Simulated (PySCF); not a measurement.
C₃H₈O₃Si₂, SMILES COC(=O)[SiH2][SiH2]C=O, GFN2-xTB optimised geometry.

```
16

C      1.13     1.65     0.07
O      0.48     0.39     0.00
C     -0.85     0.39     0.00
O     -1.53     1.39     0.00
Si    -1.59    -1.38     0.04
Si    -3.17    -1.20     1.73
C     -2.35     0.09     2.90
O     -1.15     0.25     2.89
H      0.95     2.10     1.05
H      0.74     2.32    -0.70
H      2.19     1.47    -0.08
H     -0.48    -2.32     0.21
H     -2.19    -1.61    -1.28
H     -4.51    -0.70     1.44
H     -3.36    -2.39     2.57
H     -2.96     0.69     3.60
```

Density from PBE/def2-TZVP (PySCF) at that geometry.

Minimum of the electron density along straight lines between bonded atoms, close to the bond critical point (lines longer than 1.1 times the sum of covalent radii, or with two minima, are not listed):

```tsv
bond	length / Å	ρ at the minimum / e bohr⁻³	∇²ρ there / e bohr⁻⁵	position (fraction from the first atom)
C1–O2	1.424	0.249	-0.48	0.36
O2–C3	1.328	?	-0.57	0.66
C3–O4	1.209	0.422	-0.18	0.34
C3–Si5	1.915	0.114	?	0.61
Si5–Si6	2.317	0.094	-0.16	0.48
Si6–C7	1.925	0.113	0.13	0.39
C7–O8	1.206	0.419	?	0.34
C1–H9	1.092	0.283	-0.98	0.65
C1–H10	1.092	0.283	-0.98	0.65
C1–H11	1.087	0.286	-1.00	0.65
Si5–H12	1.465	0.124	0.16	0.50
Si5–H13	1.470	0.122	0.16	0.50
Si6–H14	1.467	0.122	0.17	0.50
Si6–H15	1.470	0.121	0.17	0.50
C7–H16	1.109	0.274	-0.94	0.65
```

**Question.** Fill in the missing entries.

**Answer.** 
- O2–C3, ρ at the minimum / e bohr⁻³: 0.315
- C3–Si5, ∇²ρ there / e bohr⁻⁵: 0.15
- C7–O8, ∇²ρ there / e bohr⁻⁵: 0.00
